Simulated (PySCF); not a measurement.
## Bond curve of KLi⁺

Set-up: basis K 3-21G, Li 3-21G; no relativity; PySCF 2.14. Energies in eV from K⁺ + Li in their ground configurations at the same level. State: ²Σ⁺ (doublet), unpaired electrons σ ↑.

All columns are r²SCAN. A positive dipole points towards Li; it is taken about the centre of mass and depends on that origin.

```
R (Å)  E (eV)  μ (D)  Mulliken charge on K (basis-dependent)  HOMO (eV)  LUMO (eV)  Mayer bond order  ⟨S²⟩
3.404  -0.421   2.86                                    0.82      -7.52      -5.27              0.28  0.75
3.562  -0.468   2.98                                    0.82      -7.42      -5.18              0.28  0.75
3.720  -0.495   3.07                                    0.83      -7.32      -5.11              0.28  0.75
3.839  -0.505   3.12                                    0.83      -7.24      -5.06              0.27  0.75
3.958  -0.508   3.16                                    0.84      -7.16      -5.02              0.27  0.75
4.077  -0.506   3.19                                    0.84      -7.08      -4.99              0.26  0.75
4.235  -0.495   3.20                                    0.85      -6.98      -4.95              0.25  0.75
4.433  -0.474   3.17                                    0.86      -6.86      -4.91              0.24  0.75
4.670  -0.440   3.09                                    0.86      -6.72      -4.93              0.23  0.75
4.987  -0.388   2.90                                    0.87      -6.54      -4.99              0.23  0.75
```

A fit through these points gives, at Re = 3.961 Å, μ = 3.16 D and dμ/dR = 0.272 D/Å; the reduced mass is 5.945 u.

Q: How strong is the fundamental in the double-harmonic approximation, I = 42.26·(dμ/dR)²/μred km/mol?

A: I = 42.26·(0.272)²/5.945 = 0.526 km/mol at r²SCAN.

For an ion De counts to the pair picked by the measured ionisation energies or electron affinities, which need not be the lowest pair at this level. 3-21G is very small, so such numbers show the basis as much as the molecule. The state is the lowest determinant that a PBE0 search found; another state may lie lower at other levels.
